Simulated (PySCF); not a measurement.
Predicted microwave data (PBE0-D3(BJ)/def2-SVP geometry optimisation, gas phase (PySCF)) for one isomer of C4H13NSi:

| Property | Result |
| --- | --- |
| Rotational constants | A = 2623, B = 2407, C = 1442 MHz |
| Dipole components | \|μa\| = 0.62 D, \|μb\| = 0.89 D, \|μc\| = 0.08 D |
| Inertial defect | -52.13 u·Å² |
| κ | 0.64 |

Question: Which structure is it? (One computed conformer of each.)
A. SiMe3(NHMe), `CN[Si](C)(C)C`
B. SiHMe2(NHEt), `[H][Si](C)(C)NCC`
C. `CN(C)[SiH](C)C` (SiHMe2(NMe2))
D. SiH3(NEt2), `[H][Si]([H])([H])N(CC)CC`
E. `[CH3:1][CH2:2][CH2:3][N:4]([CH3:5])[SiH3:6]` with C1–C2–C3–N4 -59°, C2–C3–N4–C5 -71°

Answer: D. It is [H][Si]([H])([H])N(CC)CC, an asymmetric top, point group C1. The candidates at the same level (rigid rotor, commonest isotopes):

```
                  SMILES  A (MHz)  B (MHz)  C (MHz)  μa (D)  μb (D)  μc (D)  Δ (u·Å²)  point group           rotor
      [H][Si](C)(C)N(C)C     3472     2033     1642    0.08    0.18    0.68    -86.36           C1  asymmetric top
           CCCN(C)[SiH3]     3947     1733     1477    0.69    0.70    0.10    -77.46           C1  asymmetric top
        [H][Si](C)(C)NCC     4451     1533     1304    0.31    0.35    0.45    -55.74           C1  asymmetric top
           CN[Si](C)(C)C     3044     1938     1905    0.26    0.28    0.40   -161.66            –               –
[H][Si]([H])([H])N(CC)CC     2623     2407     1442    0.62    0.89    0.08    -52.13           C1  asymmetric top
```

`CCCN(C)[SiH3]` has A 50 % too high; `[H][Si](C)(C)N(C)C` has A 32 % too high; `CN[Si](C)(C)C` has C 32 % too high; `[H][Si](C)(C)NCC` has A 70 % too high. No structure here is proved a minimum.
